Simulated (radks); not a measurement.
The numbers below are computed, except where a source is named.
Bi2+, configuration [Hg] 6p1. Level of theory: scalar-relativistic Kohn-Sham, PBE, spin-polarised, spherical densities, point nucleus; open shells are filled with parallel spins first (spin-orbit coupling, left out, can overturn this in heavy ions) (a radial shooting solver on a logarithmic mesh with Libxc functionals). Some entries of the table are withheld. Estimate them.

| orbital | occ. | eigenvalue (Ry) | r(max) (bohr) | <r> (bohr) |
|---|---|---|---|---|
| 1s up | 1 | -6666.812 | 0.009652 | 0.01578 |
| 1s down | 1 | -6666.810 | 0.009652 | 0.01578 |
| 2s up | 1 | -1198.885 | 0.05617 | 0.06646 |
| 2s down | 1 | -1198.885 | 0.05617 | 0.06646 |
| 2p up | 3 | -1025.460 | 0.04691 | 0.06055 |
| 2p down | 3 | -1025.459 | 0.04691 | 0.06055 |
| 3s up | 1 | -290.3794 | 0.1584 | 0.1716 |
| 3s down | 1 | -290.3787 | 0.1584 | 0.1716 |
| 3p up | 3 | -240.8474 | 0.1589 | 0.1737 |
| 3p down | 3 | -240.8466 | 0.1589 | 0.1737 |
| 3d up | 5 | -191.1786 | 0.1295 | 0.1575 |
| 3d down | 5 | -191.1780 | 0.1295 | 0.1575 |
| 4s up | 1 | -67.64926 | 0.3557 | 0.3770 |
| 4s down | 1 | -67.64812 | 0.3558 | 0.3770 |
| 4p up | 3 | -51.42487 | 0.3759 | 0.4026 |
| 4p down | 3 | -51.42364 | 0.3759 | 0.4026 |
| 4d up | 5 | -32.90288 | 0.3815 | 0.4225 |
| 4d down | 5 | -32.90147 | 0.3815 | 0.4225 |
| 5s up | 1 | -12.88875 | 0.7704 | 0.8308 |
| 5s down | 1 | -12.88537 | 0.7705 | 0.8308 |
| 4f up | 7 | -12.50920 | 0.3421 | 0.4410 |
| 4f down | 7 | -12.50758 | 0.3421 | 0.4410 |
| 5p up | 3 | -8.33647 | 0.8602 | (1) |
| 5p down | 3 | -8.33283 | 0.8603 | (2) |
| 5d up | 5 | -3.27762 | 1.033 | 1.228 |
| 5d down | 5 | -3.26548 | 1.032 | 1.223 |
| 6s up | 1 | -2.28233 | 1.840 | 2.072 |
| 6s down | 1 | -2.22732 | 1.829 | 2.063 |
| 6p up | 1 | (3) | 2.285 | 2.616 |
| 6p down | 0 | (4) | 2.278 | 2.618 |

Answer. 
(1) 5p up <r> (bohr): 0.9481
(2) 5p down <r> (bohr): 0.9477
(3) 6p up eigenvalue (Ry): -1.43989
(4) 6p down eigenvalue (Ry): -1.37641
